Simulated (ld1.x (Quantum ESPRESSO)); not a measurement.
## In (Z = 49): TM pseudisation with Wu–Cohen, scalar-relativistic reference atom.

| Property | Result |
| --- | --- |
| Element | indium |
| Generator | ld1.x (Quantum ESPRESSO) 7.5 |
| Type | norm-conserving Troullier–Martins (Kleinman–Bylander form) |
| Functional | Wu–Cohen |
| Relativity | scalar-relativistic |
| Frozen core | [Kr] 4d10 |
| Valence charge | 3 |
| Reference configuration | 5s2 5p1 |
| Partial waves | 5p (bound): rc 2.75 bohr; 5s (bound): rc 1.70 bohr |
| Local potential | the s channel |
| Core correction | none |

What the tests gave:

| Property | Result |
| --- | --- |
| Cutoffs needed | 25 Ry and 55 Ry (the cutoffs (Ry, on a coarse ladder) from which the occupation-weighted sum of valence levels, in a spherical-Bessel basis at the reference potential, stays within 10 and 1 mRy of its value at 400 Ry) |
| Ghost test | no extra level below or beside the all-electron valence levels (p, s, d, f tested) (spherical-Bessel basis up to 400 Ry, 20 bohr box) |
| Largest excitation error | +81 meV (all-electron minus pseudo) for 5s0 5p3, out of 7 test configurations |

Generation and tests took about 1.6 s on one core of a shared server CPU.
